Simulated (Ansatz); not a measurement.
Reaction (isomerisation): `C[C@H]1B[C@@H]1F` → `FB1CCC1`

Gas-phase electronic energies from Ansatz, PBE0-D4/def2-TZVP geometries. CCSD(T)/CBS adds triple-zeta CCSD(T) − MP2 to the extrapolated MP2 energy (def2 sets, frozen cores). DFT in def2-TZVPP.

`C[C@H]1B[C@@H]1F`:

```xyz
11

C    -1.395   -0.048   -0.441
C     0.106   -0.098   -0.367
B     1.283    0.836   -0.074
C     0.867   -0.229    0.932
F     1.578   -1.364    1.247
H    -1.729    0.408   -1.375
H    -1.796    0.549    0.382
H    -1.832   -1.047   -0.372
H     0.567   -0.685   -1.180
H     2.085    1.577   -0.532
H     0.266    0.100    1.781
```

`FB1CCC1`:

Cartesian coordinates in Å:
```
F -0.939 1.792 -1.420
B -0.347 0.849 -0.714
C 0.380 0.851 0.678
C 0.120 -0.685 0.645
C -0.277 -0.713 -0.862
H 1.447 1.083 0.595
H -0.023 1.419 1.518
H 0.970 -1.311 0.918
H -0.724 -0.957 1.281
H 0.554 -1.041 -1.494
H -1.161 -1.287 -1.146
```

| level | ΔE (kJ/mol) |
| --- | --- |
| r2SCAN-D4 | -302.9 |
| B2PLYP | -308.8 |
| MP2/CBS(def2) | -320.2 |
| CCSD/CBS(def2) | -313.9 |

(1) What does CCSD(T)/CBS give? (Best estimate.)

Largest T1 diagnostic among the species: 0.012.

Results:

(1) The calculation gave: -313.3 kJ/mol. The listed levels differ from it by 10.4, 4.5, -6.9, -0.6 kJ/mol.

In def2-TZVPP, CCSD(T) changes the Hartree–Fock value by −3.9 kJ/mol (the triples alone add +0.6 kJ/mol) and MP2 by −10.8 kJ/mol. From PBE to PBE0 (25 % exact exchange), in def2-TZVPP and without D4, ΔE moves by −9.3 kJ/mol.
